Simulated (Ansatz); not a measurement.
Job for Ansatz (a quantum-chemistry and plane-wave program): R-B3LYP-D3(BJ)/def2-TZVP on ethylmethylamine (SMILES CCNC).

Ansatz 0.2 input:
```yaml
crystal:
  periodic: [false, false, false]
  atoms:
    - {symbol: C, position_ang: [-1.84906310, -0.01343763, 0.23487586]}
    - {symbol: C, position_ang: [-0.47571776, -0.46234012, -0.20414940]}
    - {symbol: N, position_ang: [0.50640431, 0.65390646, 0.07523380]}
    - {symbol: C, position_ang: [1.84298575, 0.27099526, -0.24989339]}
    - {symbol: H, position_ang: [-2.12363757, 0.86308596, -0.27697755]}
    - {symbol: H, position_ang: [-2.54674090, -0.84112644, -0.01172847]}
    - {symbol: H, position_ang: [-1.94423668, 0.12681387, 1.25934795]}
    - {symbol: H, position_ang: [-0.18415273, -1.42852339, 0.34703793]}
    - {symbol: H, position_ang: [-0.42239747, -0.64840793, -1.32770279]}
    - {symbol: H, position_ang: [0.44473921, 0.86234497, 1.07859927]}
    - {symbol: H, position_ang: [2.47749593, 1.07066740, -0.04395557]}
    - {symbol: H, position_ang: [1.88463488, 0.11322696, -1.36022604]}
    - {symbol: H, position_ang: [2.22362435, -0.62496830, 0.23239199]}
basis:
  gaussian:
    orbitals: def2-TZVP
hamiltonian:
  xc: b3lyp
  dispersion: d3bj
relax: {f_tol: 0.003, max_steps: 120}
```

It printed:

```
WARN ansatz: RAYON_NUM_THREADS=6 ignored (pool sized by the plan → 6); use --threads N
Functional definition: B3LYP
integrals: 0.08 GiB planned
1091 factors; their error is unknown
mean field: 0.81 GiB planned
mean field evaluation 1: about -4737.0904 eV, gradient 7.4e1 eV
mean field evaluation 2: about -4725.0443 eV, gradient 1.0e2 eV
mean field evaluation 4: about -4749.4515 eV, gradient 6.3e0 eV
mean field evaluation 8: about -4749.4991 eV, gradient 5.7e-1 eV
mean field evaluation 16: about -4749.4996 eV, gradient 2.3e-5 eV
mean field -4749.49959689 eV, -174.5408908594 hartree, gradient 2.3e-5 eV, S^2 0.000000; 0 other end points of the search recorded, 0 dependent functions left out
the calculation of the forces begins
reference -4749.49987802 eV, -174.5409011907 hartree; 17, 17 occupied and 161, 161 virtual orbitals, 1091 factors
relax step   1: F+E_penalty+E_count = -4749.85563812 eV  Δ(F+E_penalty+E_count) = +0.000e0 eV  max|allowed force component| = 2.382e0 eV/Å  Δτ_max = 0.0000 Å  (27 SCF iters, accepted)
these checks for a lower state are left out or cut short: starts, cluster_reference, orbital_swaps, neighbouring_geometries, increment
integrals: 0.08 GiB planned
1091 factors; their error is unknown
mean field: 0.81 GiB planned
mean field -4749.78290537 eV, -174.5513022538 hartree, gradient 1.2e-5 eV, S^2 0.000000; 0 other end points of the search recorded, 0 dependent functions left out
the calculation of the forces begins
reference -4749.78318771 eV, -174.5513126298 hartree; 17, 17 occupied and 161, 161 virtual orbitals, 1091 factors
relax step   2: F+E_penalty+E_count = -4750.13632126 eV  Δ(F+E_penalty+E_count) = -2.807e-1 eV  max|allowed force component| = 9.620e-1 eV/Å  Δτ_max = 0.0594 Å  (29 SCF iters, accepted)
these checks for a lower state are left out or cut short: starts, cluster_reference, orbital_swaps, neighbouring_geometries, increment
integrals: 0.08 GiB planned
1091 factors; their error is unknown
mean field: 0.81 GiB planned
mean field -4749.81545015 eV, -174.5524982523 hartree, gradient 1.2e-5 eV, S^2 0.000000; 0 other end points of the search recorded, 0 dependent functions left out
the calculation of the forces begins
reference -4749.81573264 eV, -174.5525086338 hartree; 17, 17 occupied and 161, 161 virtual orbitals, 1091 factors
relax step   3: F+E_penalty+E_count = -4750.17025958 eV  Δ(F+E_penalty+E_count) = -3.394e-2 eV  max|allowed force component| = 3.859e-1 eV/Å  Δτ_max = 0.0474 Å  (29 SCF iters, accepted)
these checks for a lower state are left out or cut short: starts, cluster_reference, orbital_swaps, neighbouring_geometries, increment
integrals: 0.08 GiB planned
1091 factors; their error is unknown
mean field: 0.81 GiB planned
mean field evaluation 32: about -4749.8428 eV, gradient 1.6e0 eV
mean field -4749.82286026 eV, -174.5527705689 hartree, gradient 1.2e-5 eV, S^2 0.000000; 0 other end points of the search recorded, 0 dependent functions left out
the calculation of the forces begins
reference -4749.82314227 eV, -174.5527809328 hartree; 17, 17 occupied and 161, 161 virtual orbitals, 1091 factors
relax step   4: F+E_penalty+E_count = -4750.17778819 eV  Δ(F+E_penalty+E_count) = -7.529e-3 eV  max|allowed force component| = 4.089e-2 eV/Å  Δτ_max = 0.0240 Å  (31 SCF iters, accepted)
these checks for a lower state are left out or cut short: starts, cluster_reference, orbital_swaps, neighbouring_geometries, increment
integrals: 0.08 GiB planned
1091 factors; their error is unknown
mean field: 0.81 GiB planned
mean field -4749.82320357 eV, -174.5527831853 hartree, gradient 1.2e-5 eV, S^2 0.000000; 0 other end points of the search recorded, 0 dependent functions left out
the calculation of the forces begins
reference -4749.82348569 eV, -174.5527935531 hartree; 17, 17 occupied and 161, 161 virtual orbitals, 1091 factors
relax step   5: F+E_penalty+E_count = -4750.17807475 eV  Δ(F+E_penalty+E_count) = -2.866e-4 eV  max|allowed force component| = 3.055e-2 eV/Å  Δτ_max = 0.0163 Å  (31 SCF iters, accepted)
these checks for a lower state are left out or cut short: starts, cluster_reference, orbital_swaps, neighbouring_geometries, increment
integrals: 0.08 GiB planned
1091 factors; their error is unknown
mean field: 0.81 GiB planned
mean field -4749.82324030 eV, -174.5527845352 hartree, gradient 1.2e-5 eV, S^2 0.000000; 0 other end points of the search recorded, 0 dependent functions left out
the calculation of the forces begins
reference -4749.82352245 eV, -174.5527949040 hartree; 17, 17 occupied and 161, 161 virtual orbitals, 1091 factors
relax step   6: F+E_penalty+E_count = -4750.17814390 eV  Δ(F+E_penalty+E_count) = -6.915e-5 eV  max|allowed force component| = 5.757e-3 eV/Å  Δτ_max = 0.0051 Å  (30 SCF iters, accepted)
these checks for a lower state are left out or cut short: starts, cluster_reference, orbital_swaps, neighbouring_geometries, increment
integrals: 0.08 GiB planned
1091 factors; their error is unknown
mean field: 0.81 GiB planned
mean field -4749.82324178 eV, -174.5527845896 hartree, gradient 1.2e-5 eV, S^2 0.000000; 0 other end points of the search recorded, 0 dependent functions left out
the calculation of the forces begins
reference -4749.82352392 eV, -174.5527949579 hartree; 17, 17 occupied and 161, 161 virtual orbitals, 1091 factors
relax step   7: F+E_penalty+E_count = -4750.17814802 eV  Δ(F+E_penalty+E_count) = -4.114e-6 eV  max|allowed force component| = 1.858e-3 eV/Å  Δτ_max = 0.0009 Å  (31 SCF iters, accepted)
integrals: 0.08 GiB planned
1091 factors; their error is unknown
mean field: 0.81 GiB planned
mean field evaluation 64: about -4749.8232 eV, gradient 7.8e-3 eV
mean field -4749.82324178 eV, -174.5527845896 hartree, gradient 1.2e-5 eV, S^2 0.000000; 1 other end points of the search recorded, 0 dependent functions left out
the calculation of the forces begins
reference -4749.82352392 eV, -174.5527949579 hartree; 17, 17 occupied and 161, 161 virtual orbitals, 1091 factors
Total energy: -4750.17843015 eV, -174.5658375215 hartree
Atom 0 at    -1.868156    -0.050493     0.223569 Å, force     0.000171    -0.000775    -0.000446 eV/Å
Atom 1 at    -0.463484    -0.448816    -0.199592 Å, force    -0.001496     0.000294     0.001235 eV/Å
Atom 2 at     0.489240     0.619814     0.063779 Å, force     0.000608     0.000845    -0.001622 eV/Å
Atom 3 at     1.859058     0.268723    -0.271538 Å, force     0.001858    -0.000778    -0.000166 eV/Å
Atom 4 at    -2.181260     0.857994    -0.292712 Å, force     0.000178    -0.000079    -0.000154 eV/Å
Atom 5 at    -2.582086    -0.844268    -0.002329 Å, force     0.000149     0.000636     0.000064 eV/Å
Atom 6 at    -1.913809     0.139480     1.299410 Å, force     0.000211    -0.000435    -0.000208 eV/Å
Atom 7 at    -0.179061    -1.392950     0.297990 Å, force     0.000350     0.000471    -0.000264 eV/Å
Atom 8 at    -0.444896    -0.652163    -1.274970 Å, force    -0.000205    -0.000414     0.000236 eV/Å
Atom 9 at     0.431290     0.891022     1.038699 Å, force     0.000187    -0.000568     0.000797 eV/Å
Atom 10 at     2.527612     1.084890     0.005032 Å, force    -0.000762    -0.000261    -0.000049 eV/Å
Atom 11 at     1.942885     0.122010    -1.351031 Å, force    -0.000374     0.000331     0.000752 eV/Å
Atom 12 at     2.216605    -0.653006     0.216548 Å, force    -0.000876     0.000733    -0.000176 eV/Å
Dipole moment:     0.038445    -0.123710     0.134696 e Å
```

The run converged.

Cost: about 50 core-seconds (a rough figure).
